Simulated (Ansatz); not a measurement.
The cluster Ga2Se4⁻, relaxed as a doublet with UKS PBE-D4/def2-SVPD in Ansatz, starting from the GFN2-xTB geometry. Force threshold 0.02 eV/Å.

The relaxation made no stability test and no search for a lower SCF solution. Another isomer (doublet) lies 0.91 eV lower at PBE0-D4/def2-SVP; other spin states weren't run for this one.

Start:

```tsv
atom	x (Å)	y (Å)	z (Å)
Ga1	-1.2339	2.4662	0.3007
Ga2	-0.0991	-1.2732	0.2355
Se3	1.3788	-0.0010	-1.3883
Se4	1.3939	2.2145	-0.7933
Se5	0.2178	-3.5060	0.2376
Se6	-1.6575	0.0995	1.4078
```

**Question.** Estimate the energy that the relaxation releases and the steps that it takes.

**Answer.** 30.6 kJ/mol, in 9 steps; 32 s on 4 threads of Intel Xeon 6975P-C on a shared host. No frequencies were taken in this run, so the end may be a saddle point.

**Question.** Does the start keep its bonding?

**Answer.** By distances, no bond broke or formed. The bond that changes most is Ga1–Se4, from 2.86 to 2.42 Å (atoms count from 1).

**Question.** Predict the relaxed structure.

**Answer.** 
Cartesian coordinates in Å:
```
Ga -0.983 2.296 0.455
Ga -0.002 -1.216 0.147
Se 1.474 -0.038 -1.322
Se 1.058 2.288 -0.846
Se 0.101 -3.470 0.318
Se -1.648 0.140 1.248
```
Bond lengths (bridged metal pairs left out): 5 × Ga–Se 2.26 to 2.42 Å; 1 × Se–Se 2.41 Å.
